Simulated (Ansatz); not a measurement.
`CN([SiH2]F)[SiH2]Cl` + `S[SiH2]Cl` → `F[SiH2]S[SiH2]Cl` + `CN[SiH2]Cl`  (ligand exchange at the Si–N bond)

Computed with Ansatz on PBE0-D4/def2-TZVP structures; ΔE is electronic, products minus reactants. CCSD(T)/CBS is the MP2 limit (def2-TZVPP, def2-QZVPP) plus CCSD(T) − MP2 in def2-TZVPP, frozen cores. Functionals use def2-TZVPP. B3LYP here is the variant with VWN-RPA as its local correlation; programs differ in this. Each species was taken in one conformer, which may not be the lowest.

```json
{"level": "r2SCAN-D4", "ΔE (kJ/mol)": "-2.1", "difference from CCSD(T)/CBS": "-5.9"}
{"level": "PBE0-D4", "ΔE (kJ/mol)": "-4.6", "difference from CCSD(T)/CBS": "-8.4"}
{"level": "B3LYP-D4", "ΔE (kJ/mol)": "2.6", "difference from CCSD(T)/CBS": "-1.2"}
{"level": "PBE", "ΔE (kJ/mol)": "-8.0", "difference from CCSD(T)/CBS": "-11.8"}
{"level": "r2SCAN", "ΔE (kJ/mol)": "-2.7", "difference from CCSD(T)/CBS": "-6.5"}
{"level": "PBE0", "ΔE (kJ/mol)": "-5.8", "difference from CCSD(T)/CBS": "-9.6"}
{"level": "B3LYP", "ΔE (kJ/mol)": "0.7", "difference from CCSD(T)/CBS": "-3.1"}
{"level": "HF/def2-TZVPP", "ΔE (kJ/mol)": "6.0", "difference from CCSD(T)/CBS": "2.2"}
{"level": "SCS-MP2/def2-TZVPP", "ΔE (kJ/mol)": "7.5", "difference from CCSD(T)/CBS": "3.7"}
{"level": "CCSD(T)/def2-TZVPP", "ΔE (kJ/mol)": "8.0", "difference from CCSD(T)/CBS": "4.2"}
{"level": "HF/def2-QZVPP", "ΔE (kJ/mol)": "6.8", "difference from CCSD(T)/CBS": "3.0"}
{"level": "MP2/def2-QZVPP", "ΔE (kJ/mol)": "3.2", "difference from CCSD(T)/CBS": "-0.6"}
{"level": "SCS-MP2/def2-QZVPP", "ΔE (kJ/mol)": "5.3", "difference from CCSD(T)/CBS": "1.5"}
{"level": "HF/CBS(def2)", "ΔE (kJ/mol)": "6.9", "difference from CCSD(T)/CBS": "3.1"}
{"level": "MP2/CBS(def2)", "ΔE (kJ/mol)": "1.2", "difference from CCSD(T)/CBS": "-2.6"}
{"level": "CCSD/CBS(def2)", "ΔE (kJ/mol)": "4.4", "difference from CCSD(T)/CBS": "0.6"}
{"level": "CCSD(T)/CBS", "ΔE (kJ/mol)": "3.8", "difference from CCSD(T)/CBS": "0"}
```

Largest T1 diagnostic among the species: 0.011.
